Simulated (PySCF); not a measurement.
ClMoO$_{2}$, charge +1, singlet, geometry from GFN2-xTB (such geometries of metal compounds can be far from the true shape) (the multiplicity is a formal guess) (core potentials on Mo). Base run: PBE/def2-SVP in PySCF.

PySCF was given this input:
```python
from pyscf import gto, scf, dft, solvent

mol = gto.Mole()
mol.atom = '''
    Mo    0.262305    0.036498    0.343491
    O     1.484543   -0.715824   -0.454835
    O    -0.645594   -1.026936    1.204889
    Cl   -1.042847    0.729951   -1.201592
'''
mol.basis = 'def2-svp'
mol.ecp = {'Mo': 'def2-svp'}
mol.charge = 1
mol.spin = 0
mol.verbose = 4
mol.build()

mf = dft.RKS(mol)
mf.xc = 'pbe'
mf.kernel()
mf.analyze()
```

Base: HOMO-LUMO gap (eV) 2.58.

A changed run: ΔE vs base (kJ/mol) -298.1; HOMO-LUMO gap (eV) 2.93.

**Question.** Which change was made?
(A) model = IEF-PCM; solvent = acetonitrile
(B) model = COSMO; solvent = n-hexane
(C) model = IEF-PCM; solvent = n-hexane
(D) model = IEF-PCM; solvent = n-hexane; lebedev_order = 11
(E) model = SS(V)PE; solvent = n-hexane

**Answer.** A, model = IEF-PCM; solvent = acetonitrile

The base is the gas phase, so ΔE is the electrostatic part of solvation at a fixed geometry, without cavity and dispersion terms.
